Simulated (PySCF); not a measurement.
Ge(Me)(NH2)3 (CH9GeN3), SMILES [CH3][Ge]([NH2])([NH2])[NH2]. The structure is a stationary point at PBE0-D3(BJ)/def2-SVP. Other conformers were not sampled.

All values below come from PBE0-D3(BJ)/def2-SVP (PySCF).

Harmonic wavenumbers (cm⁻¹): 82, 148, 170, 184, 210, 215, 236, 268, 280, 404, 477, 537, 615, 680, 692, 720, 748, 776, 851, 878, 893, 1255, 1432, 1433, 1526, 1549, 1551, 3068, 3174, 3188, 3571, 3572, 3601, 3671, 3671, 3713. Rotational constants (GHz): 3.276, 3.230, 2.899; symmetry number 1.

Question: Work out the zero-point energy and the ideal-gas rigid-rotor harmonic-oscillator thermochemistry at 298.15 K and 1 atm.

Answer: ZPE = ½ Σ hcν = ½ × 50035 cm⁻¹ = 299.27 kJ/mol. H − E(el) = 326.91 kJ/mol. Entropy in J/(mol K): translation 169.99, rotation 111.93, vibration 104.32, total 386.24. G − E(el) = 211.75 kJ/mol. Cp = 148.38 J/(mol K). Modes under 150 cm⁻¹ make the vibrational entropy uncertain.
